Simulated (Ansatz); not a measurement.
Relaxation of the cluster Sn2F3 with UKS PBE0-D4/def2-SVP.

```sh
$ ansatz run in.yaml --threads 4 --pin off --events-out ev --progress --plain --max-ram 4787MiB
```

```yaml
crystal:
  periodic: [false, false, false]
  atoms:
    - {symbol: Sn, position_ang: [-1.460890, -0.104820, -0.026330]}
    - {symbol: Sn, position_ang: [1.377800, -0.354510, 0.348320]}
    - {symbol: F, position_ang: [0.039070, -1.336510, -1.201530]}
    - {symbol: F, position_ang: [-0.151120, 0.699540, 1.649590]}
    - {symbol: F, position_ang: [0.195140, 1.096300, -0.770050]}
basis:
  gaussian: {orbitals: def2-SVP}
magnetization: {spin_polarized: true, initial_magnetization: 1}
hamiltonian: {xc: pbe0, dispersion: d4}
scf: {lower_state_search: "off"}
output: {orbitals: {seedname: orbitals}}
relax: {f_tol: 0.02, max_steps: 100}
```

Run time 38 s (4 threads of Arm Neoverse V2 on a shared host).

Positions (Å) and forces (eV/Å) at steps 1, 2, 3, 4, 5, 6, 7, 8, 9, 10, 11, 12, 13, 14, 15, 16, 17, 18, 19 of 19:

```xyz
5
step=1 energy=-19802.6589 eV
Sn   -1.461   -0.105   -0.026    0.250    0.139   -0.079
Sn    1.378   -0.355    0.348   -0.196    0.186   -0.141
F     0.039   -1.337   -1.202   -0.048    0.265    0.527
F    -0.151    0.700    1.650    0.018   -0.417   -0.430
F     0.195    1.096   -0.770   -0.024   -0.173    0.123
5
step=2 energy=-19802.7526 eV
Sn   -1.496   -0.057   -0.063    0.061    0.070   -0.043
Sn    1.429   -0.314    0.323   -0.034    0.081   -0.063
F     0.025   -1.323   -1.084   -0.025    0.095    0.254
F    -0.154    0.592    1.597   -0.001   -0.210   -0.172
F     0.196    1.101   -0.773   -0.001   -0.036    0.025
5
step=3 energy=-19802.8426 eV
Sn   -1.554    0.015   -0.116    0.193    0.078   -0.038
Sn    1.511   -0.255    0.285   -0.156    0.107   -0.086
F     0.005   -1.324   -0.931   -0.032    0.146    0.339
F    -0.163    0.446    1.548    0.006   -0.274   -0.258
F     0.201    1.118   -0.786   -0.012   -0.057    0.043
5
step=4 energy=-19802.9470 eV
Sn   -1.600    0.092   -0.174    0.331    0.019    0.010
Sn    1.583   -0.188    0.241   -0.303    0.072   -0.068
F    -0.019   -1.315   -0.738   -0.020    0.075    0.169
F    -0.170    0.266    1.475    0.004   -0.139   -0.128
F     0.206    1.145   -0.803   -0.012   -0.028    0.017
5
step=5 energy=-19802.9358 eV rejected
Sn   -1.562    0.154   -0.215   -0.468    0.037   -0.058
Sn    1.570   -0.122    0.193    0.499   -0.039    0.064
F    -0.042   -1.347   -0.586   -0.031    0.045    0.147
F    -0.182    0.110    1.454   -0.012   -0.129   -0.087
F     0.216    1.205   -0.847    0.012    0.086   -0.064
5
step=6 energy=-19802.9551 eV
Sn   -1.593    0.121   -0.194    0.041   -0.036    0.026
Sn    1.588   -0.158    0.221   -0.028   -0.035    0.026
F    -0.030   -1.319   -0.662    0.004    0.029   -0.070
F    -0.174    0.192    1.454    0.004    0.076   -0.005
F     0.209    1.164   -0.818   -0.021   -0.033    0.023
5
step=7 energy=-19802.9574 eV
Sn   -1.571    0.088   -0.169    0.126    0.129   -0.085
Sn    1.583   -0.186    0.240    0.290   -0.015    0.031
F    -0.032   -1.310   -0.729   -0.093   -0.057    0.041
F    -0.181    0.258    1.466   -0.091   -0.063    0.032
F     0.201    1.151   -0.809   -0.233    0.006   -0.020
5
step=8 energy=-19802.9648 eV
Sn   -1.567    0.095   -0.174    0.223    0.096   -0.053
Sn    1.590   -0.184    0.239    0.352   -0.064    0.070
F    -0.034   -1.313   -0.721   -0.140   -0.015    0.034
F    -0.183    0.250    1.466   -0.137   -0.046   -0.008
F     0.194    1.153   -0.810   -0.298    0.030   -0.043
5
step=9 energy=-19802.9888 eV
Sn   -1.545    0.081   -0.163    0.534    0.182   -0.094
Sn    1.606   -0.207    0.257    0.564   -0.103    0.110
F    -0.040   -1.310   -0.756   -0.279   -0.019    0.097
F    -0.191    0.284    1.473   -0.273   -0.117   -0.031
F     0.171    1.151   -0.810   -0.547    0.057   -0.082
5
step=10 energy=-19803.0254 eV
Sn   -1.481    0.043   -0.132   -0.111    0.380   -0.270
Sn    1.632   -0.249    0.289    0.639   -0.105    0.118
F    -0.063   -1.305   -0.840   -0.041   -0.167    0.226
F    -0.219    0.363    1.493   -0.039   -0.276    0.085
F     0.132    1.148   -0.810   -0.448    0.168   -0.160
5
step=11 energy=-19803.1008 eV
Sn   -1.476    0.075   -0.154   -0.357    0.289   -0.229
Sn    1.658   -0.244    0.288    0.598   -0.180    0.168
F    -0.067   -1.308   -0.780    0.057   -0.158    0.160
F    -0.219    0.304    1.477    0.058   -0.198    0.099
F     0.105    1.173   -0.831   -0.355    0.246   -0.199
5
step=12 energy=-19803.2303 eV
Sn   -1.485    0.172   -0.223   -0.153   -0.402    0.275
Sn    1.765   -0.282    0.323   -0.501   -0.352    0.215
F    -0.060   -1.317   -0.608    0.278    0.128   -0.145
F    -0.199    0.138    1.433    0.271    0.201   -0.053
F    -0.021    1.289   -0.924    0.104    0.426   -0.293
5
step=13 energy=-19803.3405 eV
Sn   -1.469    0.171   -0.220   -0.282   -0.200    0.120
Sn    1.766   -0.398    0.405   -0.252   -0.221    0.140
F    -0.013   -1.294   -0.602    0.252   -0.067   -0.237
F    -0.151    0.143    1.415    0.227    0.223    0.156
F    -0.134    1.378   -0.997    0.055    0.265   -0.179
5
step=14 energy=-19803.4221 eV
Sn   -1.472    0.149   -0.205    0.505    0.118   -0.056
Sn    1.773   -0.557    0.519   -0.253   -0.064    0.031
F     0.053   -1.273   -0.675    0.011    0.160    0.115
F    -0.091    0.222    1.424    0.038   -0.051   -0.193
F    -0.263    1.458   -1.063   -0.302   -0.163    0.104
5
step=15 energy=-19803.4449 eV
Sn   -1.436    0.171   -0.219   -0.096   -0.382    0.261
Sn    1.769   -0.689    0.614    0.267   -0.096    0.085
F     0.114   -1.250   -0.660   -0.182    0.087   -0.158
F    -0.027    0.221    1.402   -0.187    0.169   -0.045
F    -0.421    1.547   -1.136    0.197    0.222   -0.143
5
step=16 energy=-19803.4566 eV
Sn   -1.405    0.149   -0.203   -0.282    0.071   -0.070
Sn    1.788   -0.824    0.711   -0.214    0.031   -0.038
F     0.149   -1.209   -0.701    0.224   -0.001    0.024
F     0.007    0.278    1.377    0.224   -0.008    0.016
F    -0.538    1.606   -1.184    0.049   -0.092    0.068
5
step=17 energy=-19803.4646 eV
Sn   -1.428    0.145   -0.201   -0.089   -0.060    0.038
Sn    1.772   -0.782    0.680   -0.018   -0.008    0.004
F     0.141   -1.208   -0.707    0.033    0.002    0.012
F    -0.001    0.283    1.377    0.032   -0.009   -0.001
F    -0.485    1.562   -1.149    0.042    0.074   -0.051
5
step=18 energy=-19803.4648 eV
Sn   -1.432    0.146   -0.202    0.123    0.047   -0.026
Sn    1.774   -0.813    0.702   -0.020    0.003   -0.003
F     0.156   -1.196   -0.703   -0.024   -0.004   -0.030
F     0.014    0.284    1.368   -0.026    0.026    0.011
F    -0.512    1.580   -1.165   -0.052   -0.072    0.048
5
step=19 energy=-19803.4656 eV
Sn   -1.426    0.143   -0.200    0.002    0.001   -0.001
Sn    1.770   -0.818    0.705   -0.003   -0.001    0.000
F     0.157   -1.195   -0.711    0.002   -0.003   -0.005
F     0.015    0.291    1.369    0.001    0.004    0.004
F    -0.517    1.578   -1.164   -0.002   -0.002    0.001
```

In the def2 sets Sn takes a core potential; there is no spin–orbit coupling. The relaxation made no stability test and no search for a lower SCF solution. The structure comes from a short search, and lower isomers may exist.
